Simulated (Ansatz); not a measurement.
Molecule: C4H12Mo, net charge 0, triplet state. The spin state was set by rule; other spins were not relaxed. 
Coordinates optimised at B3LYP-D3(BJ)/def2-TZVP (Ansatz, a quantum-chemistry and plane-wave program):
SMILES: [CH3][Mo]([CH3])([CH3])[CH3]
```xyz
17

Mo     0.0000     0.0000     0.0000
C      1.7570    -0.3682    -1.0979
H      2.3249    -1.1915    -0.6492
H      2.3941     0.5237    -1.1136
H      1.5141    -0.6384    -2.1321
C      0.5034     0.5150     1.9773
H     -0.4009     0.7107     2.5652
H      1.1279     1.4157     1.9924
H      1.0587    -0.2995     2.4568
C     -1.0633     1.5838    -0.8883
H     -1.9832     1.7902    -0.3290
H     -1.3344     1.3331    -1.9205
H     -0.4544     2.4952    -0.9019
C     -1.1971    -1.7306     0.0090
H     -1.4696    -2.0144    -1.0141
H     -2.1183    -1.5574     0.5773
H     -0.6588    -2.5675     0.4688
```
Charge 0, spin multiplicity 3.

Property: atomisation energy (electronic, to ground-state atoms), in kcal/mol. Cores are frozen in the correlated levels unless marked. UHF or UKS for open shells. No spin-orbit coupling. The frozen core is the preceding noble-gas configuration, with the filled d and f shells of earlier blocks. Past Kr the def2 sets carry scalar-relativistic core potentials. The coupled-cluster limit lacks core correlation, which all-electron functionals hold. CBS(X,Y): correlation extrapolated as X^-3; Hartree-Fock from the larger set. [CCSD(T)-MP2]/basis is that difference in the basis named.

| level | program | atomisation energy (kcal/mol) |
|---|---|---|
| HF/def2-SVP | Ansatz | 1056.4 |
| revPBE-D4/def2-TZVPD | Ansatz + dftd4 | 1461.9 |
| B3LYP-D4/def2-TZVPD | Ansatz + dftd4 | 1473.1 |
| r2SCANh-D4/def2-TZVPD | Ansatz + dftd4 | 1454.7 |
| HSE06-D3(BJ)/def2-TZVPD | Ansatz + dftd3 | 1462.1 |
| HSE06/def2-TZVPD | Ansatz | 1455.2 |
| RI-MP2/CBS(def2-TZVPP,def2-QZVPP)+[CCSD(T)-MP2]/def2-TZVPP | Ansatz | 1458.4 |
